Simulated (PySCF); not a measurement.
# `C=C[C@@H]1C[P@@H+]1CO`, [C$_{5}$H$_{10}$OP]+, charge +1

Geometry:
```json
{"atom": "C1", "x (Å)": "3.044", "y (Å)": "0.042", "z (Å)": "-0.268"}
{"atom": "C2", "x (Å)": "1.736", "y (Å)": "-0.115", "z (Å)": "-0.429"}
{"atom": "C3", "x (Å)": "0.874", "y (Å)": "-0.678", "z (Å)": "0.611"}
{"atom": "C4", "x (Å)": "-0.442", "y (Å)": "-1.348", "z (Å)": "0.263"}
{"atom": "P5", "x (Å)": "-0.685", "y (Å)": "0.252", "z (Å)": "1.086"}
{"atom": "C6", "x (Å)": "-1.851", "y (Å)": "1.359", "z (Å)": "0.099"}
{"atom": "O7", "x (Å)": "-3.118", "y (Å)": "0.960", "z (Å)": "0.454"}
{"atom": "H8", "x (Å)": "3.665", "y (Å)": "0.417", "z (Å)": "-1.062"}
{"atom": "H9", "x (Å)": "3.541", "y (Å)": "-0.214", "z (Å)": "0.652"}
{"atom": "H10", "x (Å)": "1.261", "y (Å)": "0.138", "z (Å)": "-1.367"}
{"atom": "H11", "x (Å)": "1.400", "y (Å)": "-1.042", "z (Å)": "1.490"}
{"atom": "H12", "x (Å)": "-0.672", "y (Å)": "-1.406", "z (Å)": "-0.796"}
{"atom": "H13", "x (Å)": "-0.688", "y (Å)": "-2.255", "z (Å)": "0.801"}
{"atom": "H14", "x (Å)": "-1.281", "y (Å)": "-0.035", "z (Å)": "2.296"}
{"atom": "H15", "x (Å)": "-1.611", "y (Å)": "1.280", "z (Å)": "-0.967"}
{"atom": "H16", "x (Å)": "-1.707", "y (Å)": "2.391", "z (Å)": "0.437"}
{"atom": "H17", "x (Å)": "-3.472", "y (Å)": "0.265", "z (Å)": "-0.117"}
```

Total charge +1.

Method used: PySCF, TDDFT CAM-B3LYP/aug-cc-pVDZ circular dichroism and optical rotation, one conformer, gas phase. Geometry: GFN2-xTB.

The molecule is flexible and this is one conformer; a measurement averages over conformers.

**Question.** Draw the ECD and absorption spectra from the lowest 8 states, each a Gaussian of half-width 0.25 eV at 1/e height.

**Answer.** 
```tsv
E (eV)	λ (nm)	Δε (L mol⁻¹ cm⁻¹)	ε (L mol⁻¹ cm⁻¹)
4.58	271	+1.15	367
4.68	265	+4.83	1550
4.78	259	+14.81	4750
4.88	254	+32.97	10600
4.98	249	+53.27	17100
5.08	244	+62.52	20100
5.18	239	+53.27	17100
5.28	235	+32.97	10600
5.38	231	+14.81	4750
5.48	226	+4.83	1550
5.58	222	+1.15	367
5.68	218	+0.20	63.3
5.78	215	+0.03	9.77
5.88	211	+0.02	17.5
5.98	207	+0.08	110
6.08	204	+0.21	526
6.18	201	+0.06	1840
6.28	197	-1.92	4690
6.38	194	-8.27	8820
6.48	191	-19.60	12300
6.58	188	-31.37	13100
6.68	186	-36.41	11200
6.78	183	-31.43	8660
6.88	180	-19.31	7310
6.98	178	-5.74	7450
7.08	175	+5.23	8320
7.18	173	+12.23	9140
7.28	170	+14.54	9240
```
Δε uses R in velocity form, ε uses f in length form. Only the states computed contribute, so the short-wavelength end is incomplete.
